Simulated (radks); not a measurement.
The numbers below are computed, except where a source is named.
Task: All-electron atom: He+ in 1s1 (the NIST ground configuration). Level of theory: non-relativistic Kohn-Sham, LDA (Slater exchange, Perdew-Wang correlation), spin-polarised, spherical densities, point nucleus; open shells are filled with parallel spins first (a radial shooting solver on a logarithmic mesh with Libxc functionals). Some entries of the table are withheld. Estimate them.

| orbital | occ. | eigenvalue (Ry) | <1/r> (bohr^-1) | <r^2> (bohr^2) |
|---|---|---|---|---|
| 1s up | 1 | -3.02090 | 1.961 | 0.7998 |
| 2s up | 0 | (1) | 0.3975 | 16.22 |
| 2p up | 0 | -0.36974 | 0.3905 | 13.68 |

Result: 
(1) 2s up eigenvalue (Ry): -0.42673
